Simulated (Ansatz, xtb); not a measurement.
# F2H2PSi: which of two isomers lies lower

Structure a: `F[SiH2][P]F`, a doublet. Structure b: `F[Si](F)P`, a doublet. Both are isolated molecules in the gas phase, relaxed with PBE0-D3(BJ)/def2-SVP; the shapes shown needn't be the lowest conformers.

a (Å):

```xyz
6

F    -1.8810   -0.7373   -2.1186
F     2.1083   -1.2621   -0.7037
P     0.8615   -0.1981   -0.5886
Si   -0.4414   -1.4763   -1.9483
H    -0.6548   -2.8211   -1.3414
H     0.1948   -1.6145   -3.2893
```

b (Å):

```xyz
6

F    -0.1266    0.1716   -3.1665
F     1.6015   -1.7523   -3.0654
P     0.0159   -1.2930   -0.3655
Si    0.0863   -1.3503   -2.6430
H    -0.0203   -2.7179   -0.2669
H    -1.4070   -1.1643   -0.3495
```

**Question.** Estimate which is lower in electronic energy at CCSD(T)/def2-SVP + ΔMP2/def2-TZVPP, and by roughly how much.

**Answer.** The CCSD(T)/def2-SVP + ΔMP2/def2-TZVPP calculation puts structure b lower, by 27.4 kcal/mol.

Level by level:

```csv
level,geometry,E(b) − E(a) (kcal/mol),departure from the last row (kcal/mol),"job, with rough time for the two"
GFN2-xTB,GFN2-xTB,−0.4,+26.9,"optimisation, 0.35 s"
HF/STO-3G,GFN2-xTB,−5.6,+21.8,"single point, 1.2 s"
r2SCAN-D4/def2-SVP,GFN2-xTB,−28.0,−0.6,"single point, 14 s"
PBE0-D3(BJ)/def2-SVP,PBE0-D3(BJ)/def2-SVP,−27.3,+0.1,"optimisation, 2.2 min"
HF/def2-SVP,PBE0-D3(BJ)/def2-SVP,−21.7,+5.6,part of the CCSD(T) run
MP2/def2-SVP,PBE0-D3(BJ)/def2-SVP,−27.7,−0.3,part of the CCSD(T) run
CCSD(T)/def2-SVP,PBE0-D3(BJ)/def2-SVP,−25.7,+1.6,single point
CCSD(T)/def2-SVP + ΔMP2/def2-TZVPP,PBE0-D3(BJ)/def2-SVP,−27.4,,"single point, 83 s"
```

As drawn, b has 1 F–Si, 2 P–H in place of 1 F–P, 2 Si–H.

GFN2-xTB finds them nearly level. The largest departure from CCSD(T)/def2-SVP + ΔMP2/def2-TZVPP is that of GFN2-xTB, 26.9 kcal/mol. The last row adds to CCSD(T) the change of the MP2 difference between the two basis sets, here −1.6 kcal/mol.

With harmonic frequencies from PBE0-D3(BJ)/def2-SVP (ideal gas, rigid rotor, one conformer each, 200 K, 1 atm): on the last row, ΔE + ΔZPE = −27.1, ΔH = −27.1, ΔG = −27.0 kcal/mol.

Open shells are spin-unrestricted. The correlated steps freeze 12 core orbitals. Codes used: Ansatz 0.2.0, xtb 6.7.1; the last row on 1 thread of AMD EPYC (Zen 3) on a shared host.
